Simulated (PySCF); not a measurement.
A calculated (M06-L, PySCF 2.14, def2-SVP, the non-relativistic Hamiltonian (point nucleus)) atom or ion has these occupied shells.

```tsv
shell	electrons	orbital energy (eV)	rms radius, mean of both spins (bohr)
1s	2	-9452.6	0.0592
2s	2	-1165.5	0.249
2p	6	-1026.8	0.221
3s	2	-150.83	0.742
3p	6	-105.90	0.781
3d	10	-30.916	0.982
```

**Question.** Name the element and its charge.

**Answer.** Zn²⁺ (zinc, charge +2), in [Ar] 3d10, closed-shell 1S.
